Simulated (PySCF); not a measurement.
Atom-mapped SMILES (the numbers label the heavy atoms): `[CH3:1][C:2](=[O:3])[O:4][SiH2:5][CH2:6]/[C:7]([F:8])=[CH:9]\[F:10]`. Each H is labelled by its parent atom.

[PySCF 2.14: σ from GIAO-PBE0/pcSseg-1; GFN2-xTB geometry; rapidly exchanging positions averaged; isolated molecule; non-relativistic; a single conformation]

Referencing at the same level of theory: TMS for $^{13}$C, $^{1}$H, $^{29}$Si; $^{17}$O vs H2O; $^{19}$F vs CFCl3.

```csv
atoms,nucleus,count,δ (ppm)
Si5,$^{29}$Si,1,-24.6
O4,$^{17}$O,1,203.8
H(C6),$^{1}$H,2,2.34
H(Si5),$^{1}$H,2,?
C9,$^{13}$C,1,148.5
F10,$^{19}$F,1,-186.5
C7,$^{13}$C,1,162.1
H(C9),$^{1}$H,1,?
C1,$^{13}$C,1,?
C2,$^{13}$C,1,177.7
C6,$^{13}$C,1,16.3
F8,$^{19}$F,1,?
H(C1),$^{1}$H,3,2.19
O3,$^{17}$O,1,471.2
```

Q: Complete the table.

A: 
- C1: 23.7 ppm, methyl carbon α to a carbonyl; the adjacent C=O deshields it moderately
- H(C9): 7.51 ppm, hydrogen on an alkene CH; a vinylic proton, deshielded by the sp2 carbon and the C=C anisotropy
- H(Si5): 5.01 ppm, hydrogen on a silicon bonded to C, O
- F8: -158.7 ppm, vinylic fluorine

Shifts are as computed. Against solution values, carbons near 30 ppm lie about +3 ppm off and those near 130 ppm about +5 ppm. Of 1211 compounds with measured shifts, 218 miss one by over three times the rms of a fit or turn the order of signals round; such compounds aren't used in these exercises. Unscaled 19F shifts against computed CFCl3 carry errors that often reach 10 to 50 ppm. Unscaled 17O shifts of doubly bonded oxygen tend to come out too high, by tens of ppm or more. Experimental scales use liquid or dissolved standards, which lie at an offset from isolated H2O (liquid H2O: subtract about 36 ppm).
